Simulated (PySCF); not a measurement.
**Threshold energies of AlBr in a plasma**

r²SCAN in PySCF with def2-TZVPPD on every atom, for the lowest determinant that a PBE0 search found; no spin–orbit coupling.

```json
{"species": "AlBr", "state (unpaired electrons)": "singlet (closed shell)", "Re (Å)": "2.317", "ωe (cm⁻¹)": "371", "energy of the minimum from the neutral (eV)": "0.00", "De (eV)": "4.68", "dissociates to": "Al + Br"}
{"species": "AlBr⁺", "state (unpaired electrons)": "doublet (σ ↑)", "Re (Å)": "2.178", "ωe (cm⁻¹)": "473", "energy of the minimum from the neutral (eV)": "8.80", "De (eV)": "2.05", "dissociates to": "Al⁺ + Br"}
{"species": "AlBr⁻", "state (unpaired electrons)": "doublet (π ↑)", "Re (Å)": "2.504", "ωe (cm⁻¹)": "252", "energy of the minimum from the neutral (eV)": "-0.35", "De (eV)": "1.51", "dissociates to": "Al + Br⁻"}
```

Task: Work out the lowest energy to break AlBr into atoms, from its vibrational ground state.

Result: D0 = De − ωe/2 = 4.68 − 0.02 = 4.66 eV (r²SCAN/def2-TZVPPD).

Task: Work out the ionisation energy of the Al atom at this level and the threshold of dissociative ionisation.

Result: IE(Al) = 8.80 + 2.05 − 4.68 = 6.17 eV, so Al⁺ + Br + e⁻ appears at D0 + IE(Al) = 10.83 eV (r²SCAN/def2-TZVPPD). The measured IE(Al) is 5.986 eV (NIST ASD).

Task: Work out the electron affinity of the Br atom and the threshold of dissociative attachment.

Result: EA(Br) = 4.68 − 1.51 − (-0.35) = 3.52 eV, so Al + Br⁻ needs D0 − EA(Br) = 1.14 eV (r²SCAN/def2-TZVPPD). The measured EA(Br) is 3.364 eV.

Task: At which energy does ion-pair formation open?

Result: Al⁺ + Br⁻ lies at D0 + IE(Al) − EA(Br) = 7.31 eV (r²SCAN/def2-TZVPPD).

These are thermodynamic thresholds; the onsets seen under electron impact lie higher where the geometry changes, and cross-sections peak well above them.

For an ion De counts to the pair picked by the measured ionisation energies or electron affinities, which need not be the lowest pair at this level. The highest Kohn–Sham level is positive in this anion. Much of that is self-interaction error, but it also means that the finite basis helps to hold the extra electron. States were picked by a PBE0 search and need not be the measured ground states.
